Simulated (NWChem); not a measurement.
# BHSF₂; SMILES FB(F)S

```xyz
5

B      0.0143    -0.4728     0.0000
F      1.1569    -1.1386     0.0000
F     -1.1222    -1.1527     0.0000
S      0.0561     1.3423     0.0000
H     -1.2824     1.5091     0.0000
```
Atoms are numbered in this order, from 1.

Computed with NWChem. Geometry: optimised at B3LYP/6-31G* (spherical d).

For level MPW1K/def2-SVP:

```
Quantity                     Value
---------------------------  -----
highest occupied level (eV)  -9.26
orbital gap (eV)             10.30
dipole (D)                    1.37
```

Task: How do the values read with level PW91/def2-SVP instead?

Result: 
- highest occupied level (eV): -6.96
- orbital gap (eV): 6.28
- dipole (D): 1.25
